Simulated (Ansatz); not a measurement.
Start from `O[SiH](Cl)[SiH2]Cl` and change one atom or group to get `O[SiH2][SiH](O)Cl`.

Ansatz, PBE0-D4/def2-TZVP geometries, multiplicity 1. Each molecule was computed in one conformer, which needn't be the lowest.

```json
{"property": "LUMO energy (ωB97M-V/def2-TZVPP) / eV", "`O[SiH](Cl)[SiH2]Cl`": "0.71"}
{"property": "HOMO energy (PBE/def2-TZVPP) / eV", "`O[SiH](Cl)[SiH2]Cl`": "-6.86"}
{"property": "HOMO–LUMO gap (PBE0/def2-TZVPP) / eV", "`O[SiH](Cl)[SiH2]Cl`": "6.99"}
{"property": "size of the dipole moment (ωB97M-V/def2-TZVPP) / D", "`O[SiH](Cl)[SiH2]Cl`": "1.18"}
{"property": "LUMO energy (PBE/def2-TZVPP) / eV", "`O[SiH](Cl)[SiH2]Cl`": "-1.93"}
{"property": "HOMO–LUMO gap (ωB97M-V/def2-TZVPP) / eV", "`O[SiH](Cl)[SiH2]Cl`": "10.83"}
```

Problem. Give the same properties after the change, and the shifts. (Estimate.)

Solution. The calculation gave: 
```json
{"property": "LUMO energy (ωB97M-V/def2-TZVPP) / eV", "`O[SiH2][SiH](O)Cl`": "0.87", "shift": "0.16"}
{"property": "HOMO energy (PBE/def2-TZVPP) / eV", "`O[SiH2][SiH](O)Cl`": "-6.65", "shift": "0.21"}
{"property": "HOMO–LUMO gap (PBE0/def2-TZVPP) / eV", "`O[SiH2][SiH](O)Cl`": "7.04", "shift": "0.05"}
{"property": "size of the dipole moment (ωB97M-V/def2-TZVPP) / D", "`O[SiH2][SiH](O)Cl`": "2.30", "shift": "1.12"}
{"property": "LUMO energy (PBE/def2-TZVPP) / eV", "`O[SiH2][SiH](O)Cl`": "-1.71", "shift": "0.22"}
{"property": "HOMO–LUMO gap (ωB97M-V/def2-TZVPP) / eV", "`O[SiH2][SiH](O)Cl`": "10.83", "shift": "0.00"}
```

With PBE0 the HOMO rises by 0.18 eV and the LUMO rises by 0.24 eV, so the gap widens by about 0.06 eV. PBE moves the HOMO by 0.21 eV and ωB97M-V by 0.15 eV. Dipoles are sizes alone; their direction can turn.

Positive LUMOs are unbound, so they and the gaps depend on the basis.
